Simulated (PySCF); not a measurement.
Levels of Ba³⁷⁺ from EOM-EA-GCCSD

Reference: closed-shell Ba³⁸⁺, [Ar]; one electron is added. Calculated with PySCF 2.14, two-component X2C-1e with screened spin-orbit coupling, an even-tempered Gaussian basis (18 s from 2.6 bohr⁻², ratio 2.6; 14 p from 3.4 bohr⁻², ratio 2.6; 6 d from 3.5 bohr⁻², ratio 2.8; 3 f from 60 bohr⁻², ratio 2.8); frozen [Ne]; the 62 highest virtual spinors dropped; of the others 50 kept and the rest restored at second order. No Breit or QED terms. Binding energies in eV.

```csv
level,Koopmans,second order,EOM-CCSD
3d3/2,2544.7,2545.9,2545.6
3d5/2,2524.5,2525.6,2525.3
```

For comparison, the ionisation energy of Ba³⁷⁺ is 2547 ± 4 eV (theoretical estimate listed by NIST; NIST Atomic Spectra Database, ionization energies).

Only part of the computed levels is shown.
